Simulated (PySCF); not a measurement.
C3H5B.
Z-matrix (Å and degrees, PBE0-D3(BJ)/def2-SVP geometry), rows numbered from 1:
```
B 
C   1  1.5111
C   2  1.3107  1  156.75
C   3  1.4689  2   67.22  1  -167.26
H   1  1.2086  2  121.25  3   -65.46
H   1  1.2095  2  118.94  3   116.21
H   3  1.0886  2  145.58  4   162.86
H   4  1.0994  2  115.99  3   108.99
H   4  1.1022  2  120.92  3  -106.54
```

The closed-shell ground state was solved at several levels (PySCF, density fitting, gas phase, non-relativistic).

```
              level  basis functions  total energy (Eh)  HOMO (eV)  LUMO (eV)  gap (eV)  dipole (D)
        B3LYP/pcJ-1              158          -142.0781      -7.13      -2.17      4.96        0.93
CAM-B3LYP/def2-SVPD              120          -141.8710      -8.63      -0.88      7.75        0.84
   wB97X-D/pcSseg-2              214          -142.0621      -9.11      -0.14      8.97        0.81
```

Q: What might PBE0/pcSseg-1 (93 basis functions) give for the same quantities?

A: Total energy -141.8600 Eh, HOMO -7.33 eV, LUMO -1.97 eV, gap 5.36 eV, dipole 0.89 D.

Q: Over all these levels, which gives the widest orbital gap and which the narrowest?

A: wB97X-D/pcSseg-2 (range-separated hybrid) has the widest, 8.97 eV, and B3LYP/pcJ-1 (global hybrid, 20 % exact exchange) the narrowest, 4.96 eV. Functional and basis both differ between the two, so the spread mixes both effects.

Q: How far do the dipole and the HOMO energy spread over the levels?

A: The dipole runs from 0.81 to 0.93 D (mean 0.87 D) and the HOMO from -9.11 to -7.13 eV.

One conformer stands for the species.

The pairwise dispersion term of wB97X-D wasn't added to the energies; at a given geometry it leaves orbitals and properties as they are.
